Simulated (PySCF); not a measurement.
Level of theory: PBE-D3(BJ)/def2-TZVP // B3LYP-D3(BJ)/def2-TZVP in PySCF 2.14.0. Gas-phase values, no solvent. One relaxed conformer stands for a flexible species; it need not be the lowest. Excitations are Tamm–Dancoff values on a coarser integration grid. The basis has no diffuse functions, so Rydberg states are missing or too high.

Reference species (SMILES): `C=BCN` (neutral, multiplicity 1).

| Quantity | Result |
|---|---|
| S1 excitation (TDA) | 3.63 eV |
| HOMO | -5.28 eV |
| LUMO | -1.70 eV |
| HOMO–LUMO gap | 3.58 eV |

Changed species: `C=NBC`.

Q: Give the shifts of the S1 excitation (TDA), HOMO, LUMO and HOMO–LUMO gap.

A: the S1 excitation (TDA) rises by 1.01 eV, to 4.64 eV; the HOMO falls by 1.01 eV, to -6.29 eV; the LUMO falls by 0.15 eV, to -1.85 eV; the HOMO–LUMO gap increases by 0.86 eV, to 4.44 eV.
